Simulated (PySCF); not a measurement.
# F⁺ (fluorine, charge +1) across methods

[He] 2s1 2p4 3s1, high-spin 5P determinant (an excited configuration). All numbers are calculated (PySCF 2.14, no relativity, point nucleus, in dyall-av3z (15s9p3d2f, 71 functions)).

```
 method  E (hartree)  mean ε 2p α (eV)  mean ε 2p β (eV)  mean ε 3s α (eV)  Σ⟨r²⟩ (bohr²)   ⟨S²⟩
   PBE0     -97.5650           -45.000           -37.633           -10.971          16.35  6.001
   PW91     -97.6205           -41.867           -35.536           -10.301          16.27  6.001
    PBE     -97.5617           -41.754           -35.441           -10.257          16.31  6.001
    UHF    -97.38957           -54.089           -42.635           -12.736          16.51  6.003
   MN15     -97.6360           -45.456           -39.671           -11.018          16.39  6.001
 revPBE     -97.6331           -41.736           -35.519           -10.228          16.38  6.001
    LDA     -96.9843           -41.803           -35.123           -10.334          16.27  6.001
 r2SCAN     -97.6233           -43.039           -35.997           -10.372          16.43  6.002
r2SCANh     -97.6201           -44.191           -36.806           -10.635          16.42  6.002
```

The outer electron is Rydberg-like, and this basis confines it to a smaller radius and binds it less than a complete one would.
